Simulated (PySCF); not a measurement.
Sn(H)(Br)2(OH) (Br2H2OSn), SMILES [OH][SnH]([Br])[Br].

Geometry: PBE0-D3(BJ)/def2-SVP. The structure was generated by enumeration; whether it is a known compound was not checked. The def2 effective core potentials stand for the cores of Sn; spin–orbit coupling is left out. The values are those of a single conformer.

Computed with r2SCAN/def2-TZVP (PySCF).

Computed frontier levels, gap, dipole moment and polarisability:
```
Quantity                                                                                                       Result
---------------------------------------------------------------------------------------------  ----------------------
highest occupied level                                                                                       -7.65 eV
lowest empty level                                                                                           -2.97 eV
orbital gap                                                                                                   4.67 eV
dipole moment                                                                                                  0.60 D
quadrupole, principal values (traceless, Buckingham form, about the centre of nuclear charge)  -5.15, -3.72, 8.88 D·Å
mean static polarisability                                                                      81.7 bohr³ (12.11 Å³)
polarisability, principal values                                                               67.0, 80.0, 98.2 bohr³
```
